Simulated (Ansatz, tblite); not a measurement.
Compound nanocrystal family: gap (eV) at several levels, gas phase, relaxed structures; Ansatz, xTB through tblite. Core potentials for In in the def2 sets, no spin–orbit coupling. Levels of anions in sets without diffuse functions are rough. A dash marks a value that wasn't run or was left out as unsound. The structures are stationary points that may keep the symmetry of their start.

| species | state | geometry | GFN1-xTB | GFN2-xTB | PBE-D4/def2-SVP | PBE-D4/def2-TZVP | PBE0-D4/def2-SVP | PBE0-D4/def2-TZVP |
| --- | --- | --- | --- | --- | --- | --- | --- | --- |
| Ga6P5H18⁻, cut from wurtzite | singlet | PBE-D4/def2-SVP | 4.68 | 3.55 | 4.41 | 4.24 | 6.23 | 6.03 |
| In9P10H28⁺, cut from zinc blende | singlet | PBE-D4/def2-SVP | 3.01 | 2.72 | 3.40 | – | 5.07 | – |
| In4P4H16, cut from zinc blende, disc | singlet | PBE-D4/def2-SVP | 4.49 | 3.86 | 4.76 | 4.68 | 6.53 | 6.44 |
| (H2Al-mu-PH2)3 | singlet | PBE-D4/def2-SVP | 5.27 | 3.44 | 5.04 | 4.73 | 6.97 | 6.64 |
